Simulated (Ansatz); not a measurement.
Consider the redistribution: `N[CH2][SnH2][NH2]` + `F[CH2][GeH3]` → `[NH2][SnH2][F]` + `NC[CH2][GeH3]`.

Program: Ansatz. Geometries: PBE0-D4/def2-TZVP. ΔE: electronic, gas phase. CCSD(T)/CBS is the MP2 limit (def2-TZVPP, def2-QZVPP) plus CCSD(T) − MP2 in def2-TZVPP, frozen cores. Functionals use def2-TZVPP. B3LYP here is the variant with VWN-RPA as its local correlation; programs differ in this. Elements past krypton have def2 core potentials. For Ge, Sn outer-core shells are correlated without core-valence functions, which leaves a few kJ/mol of doubt a bond. Scalar relativity is left out up to krypton. One conformer a species, not always the lowest.

| level | ΔE (kJ/mol) | difference from CCSD(T)/CBS |
| --- | --- | --- |
| PBE-D4 | -160.9 | 12.6 |
| r2SCAN-D4 | -170.6 | 2.9 |
| PBE0-D4 | -164.9 | 8.6 |
| B3LYP-D4 | -164.6 | 8.9 |
| ωB97X-V | -169.4 | 4.1 |
| ωB97M-V | -167.9 | 5.6 |
| B2PLYP | -170.2 | 3.3 |
| PBE | -161.0 | 12.5 |
| r2SCAN | -170.6 | 2.9 |
| PBE0 | -165.1 | 8.4 |
| B3LYP | -164.8 | 8.7 |
| HF/def2-TZVPP | -175.3 | -1.8 |
| MP2/def2-TZVPP | -174.4 | -0.9 |
| SCS-MP2/def2-TZVPP | -172.3 | 1.2 |
| CCSD/def2-TZVPP | -167.3 | 6.2 |
| CCSD(T)/def2-TZVPP | -166.4 | 7.1 |
| HF/def2-QZVPP | -178.0 | -4.5 |
| MP2/def2-QZVPP | -179.4 | -5.9 |
| SCS-MP2/def2-QZVPP | -177.3 | -3.8 |
| HF/CBS(def2) | -178.4 | -4.9 |
| MP2/CBS(def2) | -181.5 | -8.0 |
| CCSD/CBS(def2) | -174.3 | -0.8 |
| CCSD(T)/CBS | -173.5 | 0 |

Largest T1 diagnostic among the species: 0.013.

From PBE to PBE0 (25 % exact exchange), in def2-TZVPP and without D4, ΔE moves by −4.1 kJ/mol.
